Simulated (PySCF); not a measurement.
C2H3F2, SMILES C[C](F)F (connectivity only; charge and spin as stated), charge +1, multiplicity 1.

Geometry optimised at PBE-D3(BJ)/def2-SVP. The multiplicity is an assumed one; other spin states were not compared. The isomer is the one that the SMILES or the coordinates give; other isomers of the formula were not compared.

Method: PySCF with PBE-D3(BJ)/def2-SVP.

No scaling factor is applied to the harmonic values.

Computed harmonic wavenumbers and intensities:
```tsv
mode	ν (cm⁻¹)	IR (km/mol)	Raman (Å⁴/amu)	depolarisation	moving atoms (share of kinetic energy)
1	47	5.9	1.2	0.75	H 92 %
2	416	0.1	0.9	0.75	F 46 %, H 29 %, C 25 %
3	524	1.4	0.6	0.49	H 46 %, C 41 %, F 13 %
4	590	18.0	1.4	0.71	F 64 %, C 30 %
5	905	3.4	9.5	0.09	F 52 %, C 33 %, H 14 %
6	966	0.0	0.7	0.74	H 64 %, C 26 %, F 10 %
7	975	46.4	1.1	0.24	C 56 %, H 38 %
8	1258	69.4	13.5	0.66	H 85 %, C 14 %
9	1288	83.8	15.4	0.75	H 95 %
10	1358	25.6	5.1	0.58	H 84 %, C 13 %
11	1515	383.5	3.6	0.41	C 79 %, F 16 %
12	1534	266.7	0.7	0.75	C 71 %, F 23 %
13	2901	125.5	118.8	0.12	H 95 %
14	3030	51.1	74.6	0.30	H 93 %
15	3116	53.5	45.3	0.75	H 90 %, C 10 %
```
